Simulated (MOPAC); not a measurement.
MOPAC input (PM3):

```
PM3 PRECISE GNORM=0.05 LET XYZ CHARGE=1 GEO-OK AUX(PRECISION=9) THREADS=1
H2FSe

Se   -0.21872388 1   -0.12695634 1    0.22222286 1
H    -0.59605512 1   -1.20668829 1   -0.73806274 1
F     0.79757714 1    0.72198944 1   -0.84885284 1
H     0.85447295 1   -0.97470113 1    0.82216094 1
```

What heat of formation does the run end on?

177.36 kcal/mol.
